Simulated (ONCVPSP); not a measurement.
Potentials for magnesium (Mg) compared

Generated with ld1.x 7.5 (TM, RRKJ, ultrasoft, PAW), atompaw 4.2 or ONCVPSP 4.0.1. The cutoff is in Ry: for ld1.x and atompaw files where the sum of valence levels is converged to 10 mRy in a Bessel basis, for ONCV files where the hardest occupied wave has 1 mHa per electron of residual kinetic energy. The error is the largest all-electron minus pseudo excitation energy over each file’s own four to seven test configurations (ionisations up to +4, promotions, holes and added fractions of an electron), all of which were solved. The labels leave out finer settings (local radius, basis sizes, second energies), which also bear on the numbers. Spin-polarised tests are not counted. The rows are a selection from randomly drawn settings: files with unsolved tests, undetermined cutoffs or missed reference levels are left out.

```tsv
potential	cutoff (Ry)	largest error (meV)	bound ghosts
ONCV, LDA (Perdew-Zunger), scalar-relativistic, rc 0.95/0.75/0.75 (spd), local d, core correction no, reference 2s2 2p6 3s2, qcut 12.3/16/13.7, projectors 2/2/0	241	+0.5	none
ONCV, PBE, scalar-relativistic, rc 1.30/0.75 (sp), local smoothed, core correction yes, reference 2s2 2p6 3s2, qcut 7.9/19.4, projectors 2/2	257	-1.0	none
ONCV, PBE, scalar-relativistic, rc 1.20/0.60 (sp), local smoothed, core correction yes, reference 2s2 2p6 3s2, qcut 11.3/16.6, projectors 2/2	469	-0.7	none
ONCV, PBE, scalar-relativistic, rc 1.20/1.30/1.10 (spd), local smoothed, core correction yes, reference 2s2 2p6 3s1.5, qcut 12/8.8/8.7, projectors 2/3/2	106	+550	none
ONCV, PW91, non-relativistic, rc 2.70/1.20/2.60 (spd), local smoothed, core correction yes, reference 2p6 3s2, qcut 2.4/14.5/4.1, projectors 2/2/1	131	-30	none
ONCV, PBE, fully relativistic, rc 0.75/0.65 (sp), local smoothed, core correction yes, reference 2s2 2p6, qcut 14.5/26.9, projectors 3/3	352	+0.1	none
ONCV, PBE, scalar-relativistic, rc 1.05/0.65 (sp), local smoothed, core correction yes, reference 2s2 2p6 3s1, qcut 13.5/23.6, projectors 3/2	341	+0.4	none
```

Problem. Fill in the row for Mg: ONCV, BLYP, non-relativistic, rc 1.35/1.15/1.40 (spd), local smoothed, core correction yes, reference 2s2 2p6 3s1 3p1, qcut 11/12.9/7.2, projectors 2/2/3.

Solution. cutoff 119 Ry, largest error -0.7 meV, bound ghosts: none.

Problem. Fill in the row for Mg: ONCV, PBE, scalar-relativistic, rc 1.45/0.75/1.25 (spd), local smoothed, core correction no, reference 2s2 2p6 3s2, qcut 8.7/17.1/9.1, projectors 2/2/2.

Solution. cutoff 221 Ry, largest error -1.0 meV, bound ghosts: none.
